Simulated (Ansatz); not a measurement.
Input and output for CH₆ClNSi, SMILES `NC[SiH2]Cl`.

```yaml
crystal:
  periodic: [false, false, false]
  atoms:
    - {symbol: N, position_ang: [-1.432290, 0.416440, 0.172709]}
    - {symbol: C, position_ang: [-0.322037, 0.005402, -0.672303]}
    - {symbol: Si, position_ang: [1.110816, -0.588157, 0.373477]}
    - {symbol: Cl, position_ang: [1.661542, 0.945036, 1.644409]}
    - {symbol: H, position_ang: [-2.215316, 0.740304, -0.380219]}
    - {symbol: H, position_ang: [-1.157599, 1.176819, 0.781821]}
    - {symbol: H, position_ang: [0.041219, 0.768211, -1.379875]}
    - {symbol: H, position_ang: [-0.628743, -0.856965, -1.277935]}
    - {symbol: H, position_ang: [2.284698, -0.910257, -0.475290]}
    - {symbol: H, position_ang: [0.740810, -1.748034, 1.216207]}
basis:
  gaussian: {orbitals: cc-pVDZ}
magnetization: {spin_polarized: false, initial_magnetization: 2}
hamiltonian: {xc: {name: BLYP}}
output: {forces: true}
```

```sh
$ ansatz run in.yaml --threads 2 --pin off --events-out ev --progress --plain --max-ram 4352MiB
```

It prints (some lines left out):

```
Functional definition: BLYP
1228 factors; their error is unknown
mean field evaluation 1: about -23002.1740 eV, gradient 7.3e1 eV
mean field evaluation 2: about -22879.7974 eV, gradient 1.8e2 eV
mean field evaluation 4: about -23009.2133 eV, gradient 4.9e1 eV
mean field evaluation 8: about -23015.6597 eV, gradient 2.2e1 eV
mean field evaluation 16: about -23018.5365 eV, gradient 1.6e0 eV
mean field evaluation 32: about -23018.5243 eV, gradient 2.8e-5 eV
mean field -23018.52434590 eV, -845.9151671956 hartree, gradient 4.9e-6 eV, S^2 2.000000; 12 other end points of the search recorded, 0 dependent functions left out
reference -23018.52468814 eV, -845.9151797726 hartree; 26, 24 occupied and 68, 70 virtual orbitals, 1228 factors
Total energy: -23018.52468814 eV, -845.9151797726 hartree
Atom 0 at    -1.432290     0.416440     0.172709 Å, force     2.102492     0.075621    -1.314842 eV/Å
Atom 1 at    -0.322037     0.005402    -0.672303 Å, force    -0.840555    -1.559200     0.338316 eV/Å
Atom 2 at     1.110816    -0.588157     0.373477 Å, force     0.486865    -1.925441    -0.522176 eV/Å
Atom 3 at     1.661542     0.945036     1.644409 Å, force     1.080866     2.050978     1.581553 eV/Å
Atom 4 at    -2.215316     0.740304    -0.380219 Å, force    -3.005930    -0.091957    -1.253653 eV/Å
Atom 5 at    -1.157599     1.176819     0.781821 Å, force     0.539042     1.069574     1.742897 eV/Å
Atom 6 at     0.041219     0.768211    -1.379875 Å, force     0.295853     0.682662     0.115949 eV/Å
Atom 7 at    -0.628743    -0.856965    -1.277935 Å, force    -0.797548    -0.138683    -0.453738 eV/Å
Atom 8 at     2.284698    -0.910257    -0.475290 Å, force     0.428040     0.271502    -0.123405 eV/Å
Atom 9 at     0.740810    -1.748034     1.216207 Å, force    -0.289126    -0.435057    -0.110901 eV/Å
Dipole moment:    -0.328635     0.041803    -0.401068 e Å
```

Run time 7 s (2 threads of an INTEL XEON PLATINUM 8581C on a shared host); peak host memory 0.42 GiB.
